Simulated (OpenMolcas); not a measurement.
Cr3+ (d3) among equal point charges was computed by CASSCF with the d shell active (OpenMolcas, ANO-RCC-VTZP on the metal). Its lowest spin-free states, and all those of the highest spin:

| 2S+1 | Degeneracy | E (cm-1) |
| --- | --- | --- |
| 4 | 3 | 0.0 |
| 4 | 3 | 1014 |
| 4 | 1 | 2262 |
| 2 | 2 | 18077 |
| 2 | 3 | 18175 |
| 4 | 3 | 18230 |
| 2 | 3 | 18479 |
| 2 | 1 | 18787 |
| 2 | 3 | 23691 |
| 2 | 3 | 24038 |
| 2 | 3 | 24219 |
| 2 | 2 | 24254 |

Problem. Is the site octahedral, tetrahedral or cube-like, axial, or of lower symmetry?

Solution. The states with 2S+1 = 4 have orbital degeneracies 3, 3, 1, 3. Threefold states need a cubic site. For d3 at this spin an octahedron puts the single A2 below the threefold T2 and a tetrahedron or cube puts the threefold T1 below the threefold T2, so the site is a tetrahedron or a cube, which this pattern cannot tell apart. The run had Cr3+ among 4 point charges of -2 e arranged as a tetrahedron (Td), 2.1 Å from the ion.

An orbital triplet at a regular site is open to Jahn-Teller coupling, which can distort the site and quench the lowest spin-orbit gaps and is left out. Without dynamic correlation the repulsion within the d shell is too large (B by tens of per cent), so at a given field states of lower spin stand too high. The ground term spreads over less than 5000 cm-1, several times less than with real ligands, so orbital moments are less quenched and χT lies further from the spin-only value than at real sites. Point charges carry no covalency, so the field is a model and not that of real ligands. No measured value stands beside these numbers.
